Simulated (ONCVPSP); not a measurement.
## molybdenum (Mo): one change to an ONCV potential, before and after

ONCVPSP 4.0.1 input, shortened (lines: element, Z, core and valence counts, functional; n l f; lmax; l rc ep ncon nbas qcut; lloc lpopt rc5 dvloc0; l nproj debl; icmod fcfact rcfact), LDA (Perdew-Zunger), non-relativistic:

```
  Mo 42.00    6    4        3      upf
    1    0    2.00
    2    0    2.00
    2    1    6.00
    3    0    2.00
    3    1    6.00
    3    2   10.00
    4    0    2.00
    4    1    6.00
    4    2    5.00
    5    0    1.00
    2
    0    2.10    0.00    3    7    4.70
    1    1.55    0.00    3    8    7.10
    2    1.55    0.00    4    9    6.70
    2    5    1.55    0.00
    0    2    2.50
    1    2    1.50
    2    0    3.80
    0    0.00    0.00
```

Change: all radii scaled by about 1.15 (s 2.42, p 1.78, d 1.78 bohr).

Cutoffs: the cutoffs (Ha) at which the residual kinetic energy of the hardest occupied pseudo-wave falls to 1 and 0.1 mHa per electron; they do not see the model core or the augmentation charge, which bear on the density cutoff. Errors are all-electron minus pseudo energies relative to the spin-unpolarised reference configuration.

**Question.** What does the change do?

**Answer.** The potential gets softer (19 Ha and 24 Ha → 18 Ha and 21 Ha); of the 4 tests that both files solve, the error grows in 2 and shrinks in 0 by more than 15 % and 0.3 meV (median size 0.4 → 1.3 meV); neither file shows a bound ghost. A larger radius leaves more room for a smooth pseudo-wave, so fewer plane waves are needed.

```tsv
quantity	base	changed
cutoff, loose	19 Ha	18 Ha
cutoff, tight	24 Ha	21 Ha
loose cutoff by channel	s 5.8 Ha, p 12 Ha, d 19 Ha	s 6.3 Ha, p 12 Ha, d 18 Ha
bound ghosts	none	none
GHOST(+) flags under 300 eV	none	none
error for 4s2 4p6 4d5 5s0, meV [ΔE 6.80 eV]	-0.6	-0.7
error for 4s2 4p6 4d4 5s0, meV [ΔE 22.72 eV]	-0.2	-2.0
error for 4s2 4p6 4d3 5s0, meV [ΔE 50.03 eV]	-1.1	+3.8
error for 4s2 4p6 4d4 5s1, meV [ΔE 8.57 eV]	+0.2	+0.2
```
